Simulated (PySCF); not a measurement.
Be⁺: ionisation energy

Be⁺ [He] 2s1 (2S) → Be²⁺ 1s2 (1S), as a difference of total energies. Calculation: PySCF 2.14, in x2c-QZVPPall with one added diffuse shell each of s, p type (8s5p2d1f, 40 functions); scalar relativity by spin-free X2C-1e. Correlated levels: valence and next inner shell: nothing frozen. The calculations carry no spin-orbit coupling.

| method | ionisation energy (eV) | error (eV) |
| --- | --- | --- |
| UHF | 18.130 | -0.081 |
| MP2 (valence and next inner shell) | 18.168 | -0.043 |
| SCS-MP2 (valence and next inner shell) | 18.162 | -0.049 |
| CCSD (valence and next inner shell) | 18.176 | -0.035 |
| CCSD(T) (valence and next inner shell) | 18.176 | -0.035 |
| CCSDT (valence and next inner shell) | 18.176 | -0.035 |

Reference: 18.211 eV (measured; NIST Atomic Spectra Database, ionization energies).

Errors of the correlated levels include the incompleteness of this basis.
